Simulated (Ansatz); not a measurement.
Ga₂Se₃ (the lowest singlet isomer of a short search) was relaxed with r2SCAN-D4 (def2-SVP) in Ansatz in these states: neutral quintet, neutral singlet, neutral triplet. The geometries follow in no particular order.

A:

Cartesian coordinates in Å:
```
Ga -0.183 -0.636 0.026
Ga 0.604 2.103 -0.091
Se 0.861 0.418 -1.794
Se -0.810 -2.837 0.129
Se -0.472 0.952 1.730
```

B:

| atom | x (Å) | y (Å) | z (Å) |
| --- | --- | --- | --- |
| Ga1 | 0.480 | 0.054 | 0.814 |
| Ga2 | -0.690 | 1.133 | -1.639 |
| Se3 | -0.767 | -1.274 | -0.838 |
| Se4 | 0.320 | -2.133 | 1.383 |
| Se5 | 0.657 | 2.221 | 0.279 |

C:

```
atom    x (Å)    y (Å)    z (Å)
 Ga1  -0.6170   0.6172   1.1128
 Ga2  -0.4033  -1.0826  -1.3841
 Se3   0.0538  -1.7979   0.8721
 Se4   1.7457   0.9662   0.7055
 Se5  -0.7792   1.2971  -1.3062
```

Task: Judge from the bond lengths which geometry belongs to which state (an estimate).

Result: A is the neutral triplet (Se3–Se4 4.133 Å, Ga1–Se5 2.347 Å, Ga1–Ga2 2.853 Å); B is the neutral singlet (Se3–Se4 2.618 Å, Ga1–Se5 2.239 Å, Ga1–Ga2 2.925 Å); C is the neutral quintet (Se3–Se4 3.245 Å, Ga1–Se5 2.518 Å, Ga1–Ga2 3.028 Å).
